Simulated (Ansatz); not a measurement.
Harmonic frequencies (cm⁻¹) at PBE0-D4/def2-TZVP from Ansatz: 40, 66, 162, 252, 374, 500, 544, 572, 632, 702, 799, 839, 867, 887, 897, 930, 968, 1192, 2149, 2159, 2184, 2251, 2263, 3611.

Each molecule was computed in one conformer, which needn't be the lowest.

Which molecule is it?
A. `[SiH3]N[SiH2]Cl`
B. `CCN`
C. `Cl[SiH2][NH][GeH3]`
D. `[GeH3][NH][GeH3]`

C.
